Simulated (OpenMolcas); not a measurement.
**What dynamic correlation does to the levels of Ca+**

```yaml
Program: OpenMolcas 26.06
Basis: ANO-RCC-VTZP [6s5p2d1f]
Scalar_Hamiltonian: DKH2, point nucleus
Active_space: 1 electron in 9 orbitals (3d 4s 4p)
State_averaging: 2S+1 = 2 even, 6 roots; 2S+1 = 2 odd, 3 roots
Spin-orbit_coupling: RASSI with atomic mean-field integrals over the reference wave functions, term energies averaged over their components
```

Methods on the same reference wave functions:
A. CASSCF
B. SS-CASPT2, IPEA 0.25 Eh, imaginary shift 0.1 Eh (closed shells correlated: 3s 3p)
C. XMS-CASPT2, IPEA 0.25 Eh, imaginary shift 0.1 Eh (closed shells correlated: 3s 3p)

Energies in cm-1 above 4s 2S 1/2, the measured ground level; measured values from NIST Handbook of Basic Atomic Spectroscopic Data.

```tsv
Level	A	B	C	Measured
4s 2S 1/2	0.0	0.0	0.0	0.0
3d 2D 3/2	23075	23800	24000	13650
3d 2D 5/2	23098	23820	24030	13711
4p 2P* 1/2	23239	24970	25320	25192
4p 2P* 3/2	23390	25120	25470	25414
```

Deviations, from unrounded energies. A percentage is the sum of absolute deviations over the sum of measured energies, with the sign that they share, or ± where signs differ.

```tsv
Against measurement	Levels	A	B	C
mean absolute deviation (cm-1)	4	5700	5200	5200
other configurations (%)	4	±29.2	±26.6	+26.7
```

B, C lie about equally close to measurement and A furthest from it. The largest miss of B in the table is 3d 2D 3/2, by +10000 cm-1. The ranking rests on the paired levels alone, and a cruder setting can come out closer through cancelling errors.

Between B and C the level of the table that moves most is 4p 2P* 1/2, by 350 cm-1 (lowest in B, highest in C). Moves below CASPT2's spread within the term are not significant.

The mean deviations of B to C differ by less than CASPT2's widest spread within a term (94 cm-1), so their order carries little weight.

The lowest spin-free term lies below A's lowest term by 0.227 hartree in B, 0.229 hartree in C.

CASPT2 does not keep the components of a term degenerate, so their means are used; among the terms shown or strongly mixed into the levels shown the widest spread is 94 cm-1 (3d 2D, B). ANO sets are built for ground and valence states and can reach diffuse excited orbitals poorly. With one active electron the reference holds no correlation, so core polarisation is missing (holds for A). With one active electron, CASPT2 adds the correlation within the correlated inactive shells and between them and that electron, and leaves the splitting within a term as the reference gives it (holds for B; C). Computed and measured levels are paired by configuration, term and J; levels that our copy of the source lacks, or whose pairing is in doubt (as where it misses far off the trend of its configuration), stay unpaired and out of the deviations. Only configurations of the active space appear.

* marks odd parity.
